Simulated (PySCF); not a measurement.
CH5Bi. Atoms are numbered in the order given.

```xyz
7

Bi     0.2263     0.0310     0.0000
H      0.3254    -1.2350     1.2687
H      0.3254    -1.2350    -1.2687
C     -2.0424    -0.0125     0.0000
H     -2.3948     0.5060    -0.8907
H     -2.3925    -1.0415     0.0000
H     -2.3948     0.5060     0.8907
```

Geometry: r2SCAN-D4/def2-TZVP. The def2 effective core potentials stand for the cores of Bi; spin–orbit coupling is left out.

These are TDDFT-B3LYP/def2-SVPD in PySCF values and carry that method's errors.

Vertical excitations.  State labels are in the subgroup Cs.

| state | symmetry | energy (eV) | λ (nm) | f | main pairs |
|---|---|---|---|---|---|
| S1 | A' | 5.68 | 218 | 0.071 | HOMO→LUMO 90 % |
| S2 | A" | 6.03 | 206 | 0.041 | HOMO→LUMO+2 92 % |
| S3 | A' | 6.05 | 205 | 0.156 | HOMO→LUMO+1 85 % |
| S4 | A' | 6.84 | 181 | 0.063 | HOMO−1→LUMO 77 %, HOMO−1→LUMO+1 13 % |
| S5 | A" | 6.87 | 180 | 0.001 | HOMO−2→LUMO 57 %, HOMO−1→LUMO+2 42 % |
| S6 | A" | 7.31 | 170 | 0.001 | HOMO−2→LUMO+1 65 %, HOMO−1→LUMO+2 21 %, HOMO−2→LUMO 12 % |
| S7 | A' | 7.38 | 168 | 0.360 | HOMO−1→LUMO+1 63 %, HOMO→LUMO+3 23 % |
| S8 | A" | 7.71 | 161 | 0.343 | HOMO−2→LUMO+1 33 %, HOMO−1→LUMO+2 27 %, HOMO−2→LUMO 27 % |
| S9 | A' | 7.72 | 161 | 0.098 | HOMO→LUMO+3 47 %, HOMO−2→LUMO+2 31 %, HOMO−1→LUMO 7 % |
| S10 | A' | 7.91 | 157 | 0.012 | HOMO→LUMO+4 78 % |
| T1 | A' | 4.86 | 255 | 0 | HOMO→LUMO 87 % |
| T2 | A" | 5.13 | 241 | 0 | HOMO→LUMO+2 91 % |
| T3 | A' | 5.37 | 231 | 0 | HOMO→LUMO+1 74 % |
| T4 | A' | 6.05 | 205 | 0 | HOMO−1→LUMO 67 %, HOMO→LUMO+1 16 %, HOMO−2→LUMO+2 12 % |
Triplets are in the Tamm–Dancoff approximation, which puts them higher than full response would, so one can lie above its singlet here.
